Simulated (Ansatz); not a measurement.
The cluster Al3Ga2. Total charge 0; doublet. Geometry r2SCAN-D4/def2-SVP, that of the charge +1 singlet; atoms count from 1.

```xyz
5

Al   -2.007    0.668   -1.501
Al   -1.347   -0.914    0.389
Al    2.300    0.509    0.410
Ga    0.767   -1.227    1.520
Ga    0.287    0.964   -0.818
```

The charge 0 doublet is spin-contaminated (final ⟨S²⟩ up to 0.85, 0.75 for a pure state). The structure comes from a short search, and lower isomers may exist.

Q: Estimate the Mulliken populations from the PBE0/def2-TZVP orbitals of Ansatz.

A: 
```json
{"atom": "Al1", "charge (e)": "0.09", "spin (α − β)": "0.54"}
{"atom": "Al2", "charge (e)": "0.00", "spin (α − β)": "-0.11"}
{"atom": "Al3", "charge (e)": "0.10", "spin (α − β)": "0.48"}
{"atom": "Ga4", "charge (e)": "0.00", "spin (α − β)": "-0.01"}
{"atom": "Ga5", "charge (e)": "-0.19", "spin (α − β)": "0.11"}
```
Mulliken values and Mayer orders depend strongly on the basis.

Q: Where does the spin sit?

A: Summed by element: Al 0.91, Ga 0.09, of 1 unpaired in all. Largest on single atoms: Al1 0.54, Al3 0.48, Al2 -0.11.

Q: And the Mayer bond orders between bonded heavy atoms (over 0.3)?

A: Al1–Al2 0.75 (2.55 Å); Al1–Ga5 0.96 (2.41 Å); Al2–Ga4 0.98 (2.42 Å); Al2–Ga5 0.65 (2.77 Å); Al3–Ga4 0.74 (2.57 Å); Al3–Ga5 0.95 (2.40 Å). Values over 0.3 also appear between atoms too far apart for a bond (Al2–Al3 0.40 at 3.91 Å; Ga4–Ga5 0.50 at 3.24 Å); they arise where an orbital or an unpaired electron spreads over both atoms.
